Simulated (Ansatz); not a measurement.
```yaml
crystal:
  periodic: [false, false, false]
  atoms:
    - {symbol: F, position_ang: [1.048265, -1.566391, -0.506088]}
    - {symbol: C, position_ang: [0.274035, -0.479722, -0.636442]}
    - {symbol: Al, position_ang: [0.079486, 0.973586, 0.948000]}
    - {symbol: Te, position_ang: [-2.246552, -0.082184, -0.716369]}
    - {symbol: H, position_ang: [0.607308, 0.111295, -1.944040]}
    - {symbol: H, position_ang: [0.343175, 1.390162, 2.285014]}
basis:
  gaussian: {orbitals: def2-SVP, point_charges: [{charge: 1.00, position_ang: [4.440, -0.493, 0.823]}]}
total_charge: -3
magnetization: {spin_polarized: true, initial_magnetization: 1}
hamiltonian: {xc: {name: PBE-QIDH}}
output: {forces: true}
```

```sh
$ ansatz run in.yaml --threads 2 --pin off --events-out ev --progress --plain --max-ram 4352MiB
```

It prints (some lines left out):

```
Functional definition: PBE-QIDH
872 factors; integrals over basis functions are off by at most 1.3e-3 eV
mean field evaluation 1: about -17578.2943 eV, gradient 1.0e2 eV
mean field evaluation 2: about -17578.5277 eV, gradient 1.0e2 eV
mean field evaluation 4: about -17632.5280 eV, gradient 4.0e1 eV
mean field evaluation 8: about -17639.2113 eV, gradient 1.0e0 eV
mean field evaluation 16: about -17639.7038 eV, gradient 1.0e0 eV
mean field evaluation 32: about -17639.3260 eV, gradient 1.1e0 eV
mean field evaluation 64: about -17639.7417 eV, gradient 3.4e-5 eV
mean field -17639.74171152 eV, -648.2485512521 hartree, gradient 2.6e-6 eV, S^2 1.592698; 10 other end points of the search recorded, 0 dependent functions left out
11 core orbitals not correlated: weight in the atoms' cores, before any rotation towards them, 1.000 or more for the frozen orbitals, at most 0.000 for the correlated occupied ones
reference -17639.74172303 eV, -648.2485516751 hartree; 18, 17 occupied and 53, 54 virtual orbitals, 872 factors
second order -15.74484692 eV of doubles, -0.00000000 eV of singles
Total energy: -17644.99000534 eV, -648.4414224925 hartree
Atom 0 at     1.048265    -1.566391    -0.506088 Å, force     1.577029    -2.613038    -0.072581 eV/Å
Atom 1 at     0.274035    -0.479722    -0.636442 Å, force     0.415104     4.525715    -2.009438 eV/Å
Atom 2 at     0.079486     0.973586     0.948000 Å, force     1.959100    -1.744142    -5.062113 eV/Å
Atom 3 at    -2.246552    -0.082184    -0.716369 Å, force    -1.311820     0.025249     0.554274 eV/Å
Atom 4 at     0.607308     0.111295    -1.944040 Å, force    -0.422995    -1.418606     3.020915 eV/Å
Atom 5 at     0.343175     1.390162     2.285014 Å, force    -0.359907     0.773460     3.710124 eV/Å
Dipole moment:    -2.479570    -1.264918    -1.285695 e Å
```

Task: What is wrong with this run?

Result: The charge is far from anything that the molecule holds. Self-consistency was reached. The result belongs to that input, not to the molecule as meant.
